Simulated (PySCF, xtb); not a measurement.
**Isomers of C2H3In in order of energy**

3 gas-phase structures of C2H3In, found in a search over its isomers (lower ones may exist). Each was relaxed with GFN2-xTB:

A. a singlet given by its coordinates
B. `C=[CH][In]`, a singlet
C. `C#[C][InH2]`, a singlet

A (Å):

```yaml
atoms:
  - { symbol: C, position_ang: [-0.0379, 0.0423, 1.0659] }
  - { symbol: C, position_ang: [-0.1509, 1.0268, 0.1961] }
  - { symbol: In, position_ang: [-1.0040, -1.0648, -1.2658] }
  - { symbol: H, position_ang: [-0.3139, -1.0244, 0.7680] }
  - { symbol: H, position_ang: [0.1161, 2.0333, 0.4856] }
  - { symbol: H, position_ang: [-0.5048, 1.0392, -0.9112] }
```

Close contacts (Å): C1–C2 1.32, C1–In3 2.76, C2–In3 2.69, C1–H4 1.14, C2–H5 1.08, C2–H6 1.16, In3–H4 2.15, In3–H6 2.19.

Q: Estimate their order in r2SCAN-D4/def2-SVP energy at these geometries, lowest first.

A: Calculated order at r2SCAN-D4/def2-SVP: B (0.000), A (1.723), C (1.841) eV.

Energies above the lowest of each column, in eV; the last columns are at PBE0-D3(BJ)/def2-SVP geometries (a dash: not run or not comparable):

```csv
structure,GFN2-xTB,HF/STO-3G,r2SCAN-D4/def2-SVP,PBE0-D3(BJ)/def2-SVP,CCSD(T)/def2-SVP + ΔMP2/def2-TZVPP
B,0.000,0.412,0.000,0.000,0.000
A,1.515,4.017,1.723,relaxes to B,–
C,2.146,0.000,1.841,1.961,1.753
```

CCSD(T)/def2-SVP + ΔMP2/def2-TZVPP puts B lowest of those it was run on; HF/STO-3G picks C. Frequencies (GFN2-xTB) were run for B, C alone. Atoms past krypton carry core potentials in the def2 sets, without spin–orbit terms. ΔMP2 is the change of the MP2 energy from the smaller to the larger basis.

Programs: PySCF 2.14.0, xtb 6.7.1.
